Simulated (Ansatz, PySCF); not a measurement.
This PySCF input computes a BLYP/def2-TZVPD energy:

```python
from pyscf import gto, scf, dft

mol = gto.M(
    atom='''
    C    -2.26163585    0.00599580   -0.66659812
    C    -1.17511488   -0.64352927   -0.18132495
    C     0.15782241   -0.30518451   -0.68231791
    Cl    1.36016912    0.48665590    0.66472698
    H    -3.17727422   -0.46858680   -0.24822704
    H    -1.17630929   -1.47493574    0.54328746
    H     0.11424523    0.46980119   -1.44108610
    H     0.79003334   -1.14312096   -0.97288706
    ''',
    basis='def2-tzvpd',
    charge=-1,
    spin=0,
    verbose=4,
)

mf = dft.RKS(mol, xc='blyp').density_fit(auxbasis='def2-universal-jkfit')
mf.grids.level = 3
mf.conv_tol = 1e-9
mf.max_cycle = 100
mf.max_memory = 1500
mf.kernel()
if not mf.converged:
    mf = mf.newton()
    mf.kernel(mf.make_rdm1())
mf.analyze()
```

### Question
Write an input for the same energy in Ansatz (a program for electronic structure) and say what it gives.

### Answer

Ansatz 0.2 input:
```yaml
crystal:
  periodic: [false, false, false]
  atoms:
    - {symbol: C, position_ang: [-2.26163585, 0.00599580, -0.66659812]}
    - {symbol: C, position_ang: [-1.17511488, -0.64352927, -0.18132495]}
    - {symbol: C, position_ang: [0.15782241, -0.30518451, -0.68231791]}
    - {symbol: Cl, position_ang: [1.36016912, 0.48665590, 0.66472698]}
    - {symbol: H, position_ang: [-3.17727422, -0.46858680, -0.24822704]}
    - {symbol: H, position_ang: [-1.17630929, -1.47493574, 0.54328746]}
    - {symbol: H, position_ang: [0.11424523, 0.46980119, -1.44108610]}
    - {symbol: H, position_ang: [0.79003334, -1.14312096, -0.97288706]}
basis:
  gaussian:
    orbitals: def2-TZVPD
hamiltonian:
  xc: {name: BLYP}
total_charge: -1
output: {forces: true}
```
It gives -576.86734 Eh, and PySCF -576.86743 Eh, a difference of 0.09 mEh, from the treatment of integrals and grids.

It need not be the lowest isomer of its formula. Whether it binds its extra electron was not tested at this geometry.
